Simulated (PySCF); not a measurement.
Si(F)(Me)2(Cl) (C2H6ClFSi), SMILES C[Si](C)(F)Cl. Coordinates come from a PBE0-D3(BJ)/def2-SVP optimisation.

Computed equilibrium geometry at PBE0-D3(BJ)/def2-SVP (PySCF confirms it by a frequency run) as Cartesian coordinates in Å, and its point group:
point group Cs.
```xyz
11

C      0.9996    -0.6883     1.5644
Si     0.3312     0.0454     0.0000
C      0.9996    -0.6883    -1.5644
F      0.6619     1.6378     0.0000
Cl    -1.7307    -0.1217     0.0000
H      0.5607    -0.1913     2.4423
H      0.7628    -1.7615     1.6231
H      2.0936    -0.5705     1.6090
H      0.5607    -0.1913    -2.4423
H      0.7628    -1.7615    -1.6231
H      2.0936    -0.5705    -1.6090
```
